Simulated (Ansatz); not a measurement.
Relaxation of C₂H₉BN₂ (14 atoms, charge 0, multiplicity 1), to a largest force component of 0.015 eV/Å in at most 40 steps.

Theory: RKS PBE0/def2-SVP in Ansatz.

```xyz
14
Properties=species:S:1:pos:R:3:forces:R:3
C -1.925 -0.162 -0.800 -1.84 2.79 -1.18
N -0.693 -0.802 -0.974 2.28 -0.61 1.34
B 0.086 -0.695 0.306 2.32 0.32 -1.74
C 1.611 0.035 0.316 -3.77 -0.80 -0.36
N 1.518 1.157 1.211 -1.75 0.76 2.03
H -1.818 0.981 -0.606 0.03 -1.63 -0.20
H -2.525 -0.200 -1.752 0.21 0.00 0.61
H -2.535 -0.560 -0.001 -0.72 -0.23 0.75
H -0.878 -1.797 -1.092 0.05 -0.18 -0.23
H -0.306 -1.147 1.350 -0.39 0.06 0.41
H 2.292 -0.707 0.676 1.00 -0.77 0.06
H 1.808 0.369 -0.694 0.57 -0.04 -0.69
H 0.499 1.254 1.610 2.61 -0.10 -0.69
H 2.134 0.960 2.013 -0.60 0.42 -0.11
```

Where does it end, and by what steps?

It converged. After 30 steps the energy has fallen by 2.135 eV; H10 moved furthest, 2.62 Å.

| step | energy less start (eV) | largest force component (eV/Å) | accepted |
| --- | --- | --- | --- |
| 0 | 0.0000 | 3.766 | yes |
| 2 | -0.6356 | 0.425 | yes |
| 4 | -0.7687 | 1.026 | yes |
| 6 | -1.2218 | 1.457 | yes |
| 8 | -1.7144 | 1.751 | yes |
| 10 | -1.9827 | 0.529 | yes |
| 12 | -2.0792 | 0.158 | yes |
| 14 | -2.1125 | 0.061 | yes |
| 16 | -2.1100 | 0.301 | no |
| 18 | -2.1192 | 0.104 | yes |
| 20 | -2.1225 | 0.143 | yes |
| 22 | -2.1280 | 0.106 | yes |
| 24 | -2.1327 | 0.088 | yes |
| 26 | -2.1343 | 0.059 | yes |
| 28 | -2.1350 | 0.026 | yes |
| 30 | -2.1351 | 0.014 | yes |

```xyz
14
Properties=species:S:1:pos:R:3
C -2.210 -0.668 -0.731
N -0.784 -0.675 -0.523
B -0.005 0.316 0.070
C 1.563 0.180 0.243
N 2.054 0.439 1.605
H -2.632 0.261 -0.322
H -2.473 -0.716 -1.802
H -2.706 -1.516 -0.228
H -0.321 -1.509 -0.874
H -0.578 1.307 0.486
H 1.935 -0.813 -0.075
H 2.067 0.893 -0.437
H 1.770 1.375 1.892
H 1.587 -0.187 2.260
```

Time of the run: 87 s on 2 threads of Arm Neoverse V2, on a shared host, peak memory 0.25 GiB.
